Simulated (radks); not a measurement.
Results of a calculation; reference values are marked as such.
How relativity changes the ionisation of the dysprosium ion Dy3+ ([Xe] 4f9) to Dy4+ ([Xe] 4f8). Spin-unpolarised spherical Kohn-Sham, BLYP, point nucleus unless stated (finite: rms radius 5.2218 fm), a radial shooting solver on a logarithmic mesh with Libxc functionals. A level marked "c x" has the speed of light scaled by that factor and shares open shells by 2j + 1; other Dirac levels either fill j = l - 1/2 first or share by 2j + 1.

| level | E(Dy3+) (hartree) | E(Dy4+) (hartree) | IE (eV) | HOMO | <r> HOMO (bohr) |
|---|---|---|---|---|---|
| non-rel. | -11643.6954 | -11641.8837 | 49.299 | 4f | 0.7737 |
| scalar-rel. | -12156.4987 | -12154.8633 | 44.501 | 4f | 0.8065 |
| scalar-rel., finite nucleus | -12155.4187 | -12153.7833 | 44.503 | 4f | 0.8064 |
| Dirac, 2j+1 shares | -12167.4817 | -12165.8504 | 44.391 | 4f7/2 | 0.8123 |
| Dirac, low j first | -12167.5562 | -12165.9461 | 43.813 | 4f7/2 | 0.8138 |
| Dirac, 2j+1 shares, finite nucleus | -12166.3947 | -12164.7633 | 44.393 | 4f7/2 | 0.8123 |
| Dirac, c x 0.75 | -12686.3120 | -12684.8178 | 40.662 | 4f7/2 | 0.8504 |
| Dirac, c x 1.25 | -11963.9592 | -11962.2634 | 46.147 | 4f7/2 | 0.7973 |
| Dirac, c x 1.5 | -11860.9589 | -11859.2278 | 47.106 | 4f7/2 | 0.7897 |

NIST Atomic Spectra Database: 41.2 eV (semi-empirical). The relativistic part of the total energy of Dy3+ is -522.7 hartree (Dirac, 2j+1 shares, finite nucleus), 4.5 % of the non-relativistic value. Spin polarisation and multiplet splitting of open shells are left out at every level.

Beside tabulated values, note that relativity, absent from the non-relativistic runs, is large for the heavy elements, and spin-unpolarised runs miss the spin-polarisation part of the exchange energy of open shells. No tabulated value is given for the 4+ ions of Nd, Pm and Eu to Yb, where it belongs to another shell than the one emptied here.
